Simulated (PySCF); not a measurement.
Gas-phase reaction: 2 SnF2 + 4 H = SnHF3 + SnH3F. Level: ωB97M-V/def2-TZVP†; standard pressure 1 bar.

Energies from PySCF, thermal terms from the rigid-rotor harmonic-oscillator model, ideal gas at 1 bar. † marks an energy on the PBE0/def2-TZVP geometry and frequencies. Open shells (unrestricted): H (multiplicity 2); the rest are closed-shell singlets. Sn: scalar-relativistic def2 core potential, no spin-orbit coupling. SnHF3, SnH3F: computed as isolated molecules; such fragments, hydroxides, amides, oligomers or adducts are transient or little studied in the gas. The harmonic model lacks anharmonicity and excited electronic states, which grow with temperature; levels with a mode under 35 cm⁻¹ are left out.

```tsv
T (K)	1000/T (1/K)	log10 K
1200	0.8333	9.16
1400	0.7143	4.31
1600	0.6250	?
1800	0.5556	-2.14
2000	0.5000	-4.39
2500	0.4000	-8.42
```

Question: Fit log10 K = a + b·(1000/T) to the five rows, get the mean ΔH° and ΔS°, and predict log10 K at 1600 K.

Answer: Means: 1000/T = 0.6006, log10 K = -0.296. Sums of products about the means: Sxy = 4.84862, Sxx = 0.119463, so b = Sxy/Sxx = 40.59 and a = -0.296 − (40.59)×0.6006 = -24.68.
ΔH° = −R ln 10 × 1000 K × b = −19.145 × (40.59) = -777 kJ; ΔS° = R ln 10 × a = -472 J/K. The run's own values go from -780 kJ and -475 J/K at 1200 K to -769 kJ and -469 J/K at 2500 K.
Prediction at 1600 K: -24.68 + (40.59)×0.6250 = 0.69. The computed value is 0.68, 0.01 from the line.
For scale, ΔH°(298 K) is -766 kJ at this level, -779 kJ at ωB97X-V/def2-TZVP†, and runs from -833 to -588 kJ over the 18 levels computed.
